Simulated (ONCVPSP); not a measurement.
# tantalum (Ta), ONCV: configuration errors across variants

- Element: Ta
- Generator: ONCVPSP 4.0.1
- Type: optimised norm-conserving Vanderbilt (ONCV)
- Functional: BLYP
- Relativity: scalar-relativistic
- Frozen core: [Kr] 4d10 4f14
- Valence charge: 13
- Reference configuration: 5s2 5p6 5d3 6s1.75 6p0.25
- Partial waves: 5s+6s: rc 1.95 bohr, ncon 3, nbas 8, qcut 5.8 1/bohr, 2 projectors; 5p+6p: rc 2.30 bohr, ncon 4, nbas 8, qcut 5.8 1/bohr, 2 projectors; 5d: rc 2.55 bohr, ncon 5, nbas 9, qcut 6.8 1/bohr, 2 projectors, debl 2.9 Ha; f scattering state at 0.24 Ha: rc 2.70 bohr, ncon 3, nbas 7, qcut 4.7 1/bohr, 2 projectors, debl 1.6 Ha
- Local potential: polynomial inside 1.30 bohr (lpopt 5, dvloc0 2 Ha)
- Core correction: polynomial model core, fcfact 0.65

All-electron excitation energies from the reference (eV): (1) 5s2 5p6 5d3 6s2 6p0 -1.013; (2) 5s2 5p6 5d3 6s1 6p0 7.381; (3) 5s2 5p6 5d3 6s0 6p0 22.432; (4) 5s2 5p6 5d3 6s1.5 6p0 2.396.

Errors AE − PS in meV (a dash: test not solved or not reliable):

| change | (1) | (2) | (3) | (4) | bound ghosts | GHOST(+) flags above zero |
| --- | --- | --- | --- | --- | --- | --- |
| base | +0.2 | -3.9 | -18 | -1.1 | none | s |
| all radii but the core radius scaled by about 0.78 (s 1.52, p 1.78, d 1.98, f 2.10 bohr); local potential polynomial inside 1.02 bohr (lpopt 5, dvloc0 2 Ha) | +0.2 | -3.6 | -15 | -1.1 | none | s, f |
| all radii but the core radius scaled by about 0.86 (s 1.68, p 1.98, d 2.18, f 2.32 bohr); local potential polynomial inside 1.12 bohr (lpopt 5, dvloc0 2 Ha) | +0.2 | -3.7 | -16 | -1.1 | none | s |
| all radii but the core radius scaled by about 0.91 (s 1.78, p 2.08, d 2.32, f 2.46 bohr); local potential polynomial inside 1.18 bohr (lpopt 5, dvloc0 2 Ha) | +0.2 | -3.8 | -17 | -1.1 | none | s |
| all radii but the core radius scaled by about 1.10 (s 2.14, p 2.52, d 2.80, f 2.96 bohr); local potential polynomial inside 1.42 bohr (lpopt 5, dvloc0 2 Ha) | +0.2 | -4.2 | -20 | -1.1 | none | none |
| all radii but the core radius scaled by about 1.16 (s 2.26, p 2.66, d 2.94, f 3.12 bohr); local potential polynomial inside 1.50 bohr (lpopt 5, dvloc0 2 Ha) | +0.2 | -4.4 | -22 | -1.1 | none | f |
| all radii but the core radius scaled by about 1.24 (s 2.42, p 2.86, d 3.18, f 3.36 bohr); local potential polynomial inside 1.62 bohr (lpopt 5, dvloc0 2 Ha) | +0.2 | -4.4 | -24 | -1.1 | none | none |
| all radii but the core radius scaled by about 1.32 (s 2.58, p 3.04, d 3.36, f 3.56 bohr); local potential polynomial inside 1.72 bohr (lpopt 5, dvloc0 2 Ha) | +0.2 | -5.0 | -29 | -1.1 | none | none |

Question: Give the same row for: all radii but the core radius scaled by about 1.21 (s 2.36, p 2.78, d 3.10, f 3.28 bohr); local potential polynomial inside 1.58 bohr (lpopt 5, dvloc0 2 Ha).

Answer: +0.2, -4.1, -21, -1.1; bound ghosts: none; GHOST(+) flags above zero: none.
